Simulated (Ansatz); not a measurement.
The cluster Ni₂H₄⁻. Charge -1, multiplicity 2. Geometry PBE-D4/def2-TZVPD; atoms count from 1.

```xyz
6

Ni   -1.2573    0.4666   -0.7896
Ni    0.7508   -0.3884    0.0270
H     1.2807   -0.8816    1.3741
H    -2.5288    1.2384   -0.3534
H     0.0363   -0.3659   -1.4258
H     1.7182   -0.0692    1.1677
```

In the doublet, H3 and H6 lie 0.95 Å apart (atoms count from 1), so these atoms are partly bonded to each other. Another isomer (quartet) lies 0.17 eV lower at PBE0-D4/def2-TZVPD; other spin states weren't run for this one.

Q: Estimate the Mulliken populations from the PBE0/def2-TZVPD orbitals of Ansatz.

A: 
```tsv
atom	charge (e)	spin (α − β)	d electrons
Ni1	-0.60	1.03	8.77
Ni2	-0.60	0.01	9.26
H3	0.05	-0.01	–
H4	-0.03	-0.02	–
H5	0.12	-0.01	–
H6	0.05	-0.01	–
```
Mulliken values depend strongly on the basis. With diffuse functions, as here, like atoms can get unlike values, and bond orders can come out too low or too high.

Q: Where does the spin sit?

A: Summed by element: Ni 1.04, H -0.04, of 1 unpaired in all. Largest on single atoms: Ni1 1.03, H4 -0.02, H5 -0.01.

Q: And the Mayer bond orders between heavy atoms (over 0.3)?

A: Ni1–Ni2 0.90 (2.33 Å).
